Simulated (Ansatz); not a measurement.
The same atomization along the group O, S, Te.

Gas-phase electronic energies from Ansatz, PBE0-D4/def2-TZVP geometries. CCSD(T)/CBS is the MP2 limit (def2-TZVPP, def2-QZVPP) plus CCSD(T) − MP2 in def2-TZVPP, frozen cores. This one scheme is used for every species, atoms too. No spin–orbit coupling; open shells (•) take unrestricted orbitals. Spin–orbit coupling would lower the free atoms: a little for C, F, O, S, Si; strongly for Te. def2 core potentials past Kr. Bonds to Te are less sure, by a few kJ/mol each and by 10 to 20 or more in all where they break to atoms, as the def2 sets lack core-valence functions. One conformer a species, not always the lowest.

```tsv
reaction	HF/CBS(def2) (kcal/mol)
`OC[SiH2]F` → C• + F• + 5 H• + O• + Si•	567.8
`F[SiH2]CS` → C• + F• + 5 H• + S• + Si•	552.7
`F[SiH2]C[TeH]` → C• + F• + 5 H• + Te• + Si•	520.7
```

Give the CCSD(T)/CBS values in the same order. (Best estimate.)

The calculation gave: 779.4, 744.5, 714.1 kcal/mol.

Largest T1 diagnostic: 0.012, for Si•.

For atomizations the MP2-based limit and the directly extrapolated one differ by several kJ/mol either way, and by 10 to 25 for some Ge, Se and Sn compounds, so smaller differences from it don't rank the levels.
